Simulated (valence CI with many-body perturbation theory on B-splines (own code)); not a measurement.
Values are calculated unless marked as measured or tabulated.
## Ru²⁹⁺: what the settings do

Level of theory: configuration interaction combined with many-body perturbation theory (CI+MBPT): five valence electrons over a frozen Dirac-Fock core [Ne], radial functions for each j: 6 s, 6 p, 5 d, 3 f, 1 g, with the one-electron correlation potential Σ1 (screened to all orders), the two-electron term Σ2, the three-electron term Σ3, Breit, model QED; selected single and double excitations, second order for the rest, scaled by the run's own slope (own B-spline code, finite nucleus).

No measured spectrum was set against this ion. As an estimate, large intervals hold to a few tenths of a per cent, small ones and those within an open d or f shell to about a per cent. Among the levels kept, up to 1200 cm⁻¹ of a level comes from second order outside the variational space, and about a tenth of that is noise between levels of different J, which matters for small intervals.

The reference run has the lowest level (3s^2 3p1/2^2 3p3/2) J=3/2 and an ionisation energy of 1645.93 eV. Its largest variational space holds 9999 state functions.

Levels are named by their leading jj configuration (3d3/2^4 stands for four electrons in 3d with j = 3/2), which in mixed levels can hold well under half, so a name can repeat and another be missing. Letters in brackets count levels of one name in rising energy.

Changed runs:
A. Davidson tolerance 2e-05 → 0.0003
B. correlating orbitals by l 3 3 3 2 1 → 4 4 0 0 0
C. orbitals per symmetry with explicit Σ2 and valence Breit (the others get mean screening factors) 5 → 4; scale of Σ1 1 → 0
D. cutoff of virtual states (hartree) 3872 → 192.67 (bad on purpose)

Excitation energies of the reference run in cm⁻¹, and shifts in cm⁻¹:

| Level | Reference | A | B | C | D |
| --- | --- | --- | --- | --- | --- |
| (3s^2 3p1/2 3p3/2^2) J=3/2 | 199100 | 0 | -111 | -348 | -98 |
| (3s^2 3p1/2 3p3/2^2) J=5/2 | 247320 | 0 | +743 | -372 | -90 |
| (3s^2 3p1/2 3p3/2^2) J=1/2 | 308615 | 0 | +971 | -369 | -90 |
| (3s^2 3p3/2^3) J=3/2 | 508937 | 0 | +608 | -734 | -196 |
| (3s 3p1/2^2 3p3/2^2) J=5/2 | 806496 | 0 | -1105 | +1031 | +431 |
| (3s^2 3p1/2^2 3d3/2) J=3/2 [a] | 886837 | 0 | +53 | +1140 | -27 |
| (3s 3p1/2^2 3p3/2^2) J=1/2 | 930624 | 0 | -308 | +960 | +419 |
| (3s^2 3p1/2^2 3d3/2) J=3/2 [b] | 972412 | 0 | +657 | +1076 | -138 |
| (3s^2 3p1/2^2 3d5/2) J=5/2 | 1030260 | 0 | +1637 | +974 | -597 |
| (3s 3p1/2 3p3/2^3) J=3/2 | 1057010 | 0 | -9.3 | +761 | +121 |
| (3s 3p1/2 3p3/2^3) J=5/2 | 1096510 | 0 | +105 | +722 | +21 |
| (3s^2 3p1/2 3p3/2 3d3/2) J=3/2 [a] | 1111240 | 0 | +546 | +887 | -484 |
| Ionisation energy (eV) | 1645.93 | 0 | -0.36 | -0.82 | -0.21 |

No effect on these energies: A.
